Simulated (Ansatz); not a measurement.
Reaction (atomization): `CC1OC[SiH2]1` → 3 C• + 8 H• + O• + Si•

Gas-phase electronic energies from Ansatz, PBE0-D4/def2-TZVP geometries. CCSD(T)/CBS adds triple-zeta CCSD(T) − MP2 to the extrapolated MP2 energy (def2 sets, frozen cores). This one scheme is used for every species, atoms too. Functionals use def2-TZVPP. B3LYP here is the variant with VWN-RPA as its local correlation; programs differ in this. Open shells (•) are unrestricted, without spin–orbit coupling. Spin–orbit coupling would lower the free atoms: a little for C, O, Si.

Question: What is ΔE at CCSD(T)/CBS? (Estimate.)

Answer: The calculation gave: +50.31 eV.

Question: What do these levels give: PBE-D4, PBE0-D4, ωB97M-V, B2PLYP, PBE, r2SCAN, PBE0, B3LYP, CCSD/def2-TZVPP, MP2/def2-QZVPP, MP2/CBS(def2), CCSD/CBS(def2)? (An estimate is asked.)

Answer: Computed: PBE-D4 51.27, PBE0-D4 50.48, ωB97M-V 50.48, B2PLYP 49.73, PBE 51.00, r2SCAN 50.36, PBE0 50.26, B3LYP 49.84, CCSD/def2-TZVPP 48.36, MP2/def2-QZVPP 50.41, MP2/CBS(def2) 50.92, CCSD/CBS(def2) 49.60 eV.

Largest T1 diagnostic among the species: 0.012.

In def2-TZVPP, CCSD(T) changes the Hartree–Fock value by +12.35 eV (the triples alone add +0.71 eV) and MP2 by +12.96 eV; breaking electron pairs costs correlation energy, which Hartree–Fock lacks. The D4 term adds +0.43 eV with B3LYP and +0.23 eV with PBE0; it sums over pairs of atoms, weighted by their polarisabilities, and B3LYP, whose exchange is more repulsive, gets the larger term. From PBE to PBE0 (25 % exact exchange), in def2-TZVPP and without D4, ΔE moves by −0.74 eV: exact exchange takes away binding that semilocal exchange gives to molecules.

For atomizations the MP2-based limit and the directly extrapolated one differ by several kJ/mol either way, and by 10 to 25 for some Ge, Se and Sn compounds, so smaller differences from it don't rank the levels.
